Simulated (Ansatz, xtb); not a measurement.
Molecule: sum formula GeHCl2 (charge 0, doublet). It need not be the lowest isomer of its formula. 
Geometry from a B3LYP-D3(BJ)/def2-TZVP (Ansatz, a quantum-chemistry and plane-wave program) optimisation:
```
Ge
H 1 1.5625
Cl 1 2.1751 2 106.85
Cl 1 2.1751 2 106.85 3 -115.46
```
Charge 0, spin multiplicity 2.

Harmonic wavenumbers from GFN2-xTB (xtb, at its own minimum), cm⁻¹: 125, 321, 331, 465, 493, 1147.

Q: Give the harmonic wavenumbers at B3LYP-D3(BJ)/def2-TZVP (Ansatz, finite differences of forces, unscaled).

A: 137, 392, 406, 570, 633, 1970 cm⁻¹. Zero-point energy 5.9 kcal/mol.

Q: From these and the geometry, give the ideal-gas thermochemistry at 298.15 K and 1 atm (rigid rotor, harmonic oscillator).

A: Point group Cs, rotational symmetry number 1. Rotational constants 8.099, 2.282, 1.803 GHz. S(trans) 40.82, S(rot) 26.67, S(vib) 5.68, S(elec, spin only) 1.38, S 74.5 cal/(mol K). H(298) - H(0) 3.38 kcal/mol; G - E(el) -13.0 kcal/mol.
